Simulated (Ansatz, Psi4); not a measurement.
Here is a job for Psi4.
```
memory 2 GB

molecule {
0 1
Si   -0.00666824   -0.00277970    0.12275926
H     0.04778718    1.13172388   -0.83406892
H     0.04556812   -1.09280805   -0.88456070
}

set {
  basis def2-svpd
  scf_type pk
  puream true
  d_convergence 1e-8
  dft_radial_points 99
  dft_spherical_points 590
}

energy('wb97m-v')
print_variables()
```

**Question.** Write the same job for Ansatz (a program for electronic structure).

**Answer.** One answer among several that fit: 
Ansatz 0.2 input:
```yaml
crystal:
  periodic: [false, false, false]
  atoms:
    - {symbol: Si, position_ang: [-0.00666824, -0.00277970, 0.12275926]}
    - {symbol: H, position_ang: [0.04778718, 1.13172388, -0.83406892]}
    - {symbol: H, position_ang: [0.04556812, -1.09280805, -0.88456070]}
basis:
  gaussian:
    orbitals: def2-SVPD
hamiltonian:
  xc: {name: wB97M-V}
accuracy: high
```

Both were run: Psi4 gave -290.486226 Eh and Ansatz -290.486227 Eh, 0.000 mEh apart.
